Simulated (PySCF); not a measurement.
Molecular orbitals of GeC⁺

HSE06 at R = 1.917 Å; basis Ge def2-SVPD, C def2-SVPD; no relativity; PySCF 2.14. State: ⁴Σ⁻ (quartet), unpaired electrons σ ↑, π ↑↑. Only the outer orbitals are listed, counted within each symmetry.

| spin | orbital | occ. | ε (eV) | on Ge (%) | main shells (%) |
| --- | --- | --- | --- | --- | --- |
| α | 8σ | 1 | -25.47 | 32 | 63 C s, 25 Ge s |
| α | 9σ | 1 | -19.24 | 59 | 58 Ge s, 28 C s, 13 C p |
| α | 10σ | 1 | -14.81 | 46 | 51 C p, 31 Ge p, 15 Ge s |
| α | 4π | 1 | -14.68 | 23 | 76 C p, 21 Ge p |
| α | 4π | 1 | -14.68 | 23 | 76 C p, 21 Ge p |
| α | 5π | 0 | -9.70 | 77 | 76 Ge p, 22 C p |
| α | 5π | 0 | -9.70 | 77 | 76 Ge p, 22 C p |
| α | 11σ | 0 | -5.48 | 77 | 52 Ge p, 23 Ge d, 11 C p |
| β | 8σ | 1 | -22.68 | 52 | 45 Ge s, 41 C s |
| β | 9σ | 1 | -16.77 | 66 | 52 Ge s, 36 C s, 13 Ge p |
| β | 4π | 0 | -11.05 | 68 | 67 Ge p, 30 C p |
| β | 4π | 0 | -11.05 | 68 | 67 Ge p, 30 C p |
| β | 10σ | 0 | -10.53 | 31 | 44 C p, 32 Ge p, 25 C s |

Task: Which are the highest filled and the lowest empty level, where do they sit, and how wide is the gap?

Result: Highest filled α 4π at -14.68 eV (in %: 76 C p, 21 Ge p); lowest empty β 4π at -11.05 eV (in %: 67 Ge p, 30 C p); the gap at HSE06 is 3.63 eV. Both belong to one degenerate shell, split only by its one-sided filling, so this is no excitation gap.

```json
{
  "bond order (Mayer)": "1.43",
  "⟨S²⟩": "3.752",
  "charge on Ge (Mulliken, basis-dependent)": "0.98",
  "charge on Ge (Löwdin, basis-dependent)": "1.00",
  "dipole moment (positive dipole points towards C; it is taken about the centre of mass and depends on that origin)": "-0.11 D"
}
```

Spin–orbit coupling is left out. The state was picked by a PBE0 search and need not be the measured ground state.
